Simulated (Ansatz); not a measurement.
Basis sets compared for the cluster K4H4. Total charge 0; singlet. Geometry r2SCAN-D4/def2-SVP. Ansatz on 4 threads of Arm Neoverse V2 on a shared host; times are rough, and most runs start from earlier orbitals.

```xyz
8

K     0.333   -1.945    1.218
K    -1.598   -0.378   -1.637
K    -0.729    1.685    1.417
K     1.993    0.638   -0.998
H     0.706   -1.631   -1.372
H     1.547    0.366    1.585
H    -1.930   -0.618    0.967
H    -0.323    1.883   -1.179
```

The structure comes from a short search, and lower isomers may exist.

Binding counts from free atoms (K doublet, H doublet) in the same basis, without a counterpoise term.

```tsv
level	functions	energy (Eh)	HOMO (eV)	LUMO (eV)	binding per atom (eV)	wall time
PBE-D4/def2-SVP	116	-2400.8744	-3.54	-0.61	1.46	2 s
PBE-D4/def2-TZVP	156	-2401.1950	-3.60	-0.61	1.47	2.6 s
r2SCAN-D4/def2-TZVP	156	-2401.9281	-3.74	0.06	1.52	5.5 s
PBE0-D4/def2-SVP	116	-2401.0769	-4.55	-0.16	1.46	2.6 s
PBE0-D4/def2-TZVP	156	-2401.3919	-4.62	-0.15	1.47	3.3 s
```

Q: Estimate the rows for PBE-D4/def2-TZVPD, r2SCAN-D4/def2-TZVPD, PBE0-D4/def2-TZVPD.

A: 
```
               level  functions  energy (Eh)  HOMO (eV)  LUMO (eV)  binding per atom (eV)  wall time
   PBE-D4/def2-TZVPD        180   -2401.1964      -3.61      -0.63                   1.48      3.1 s
r2SCAN-D4/def2-TZVPD        180   -2401.9294      -3.73      -0.02                   1.52      7.5 s
  PBE0-D4/def2-TZVPD        180   -2401.3932      -4.62      -0.18                   1.47      4.2 s
```
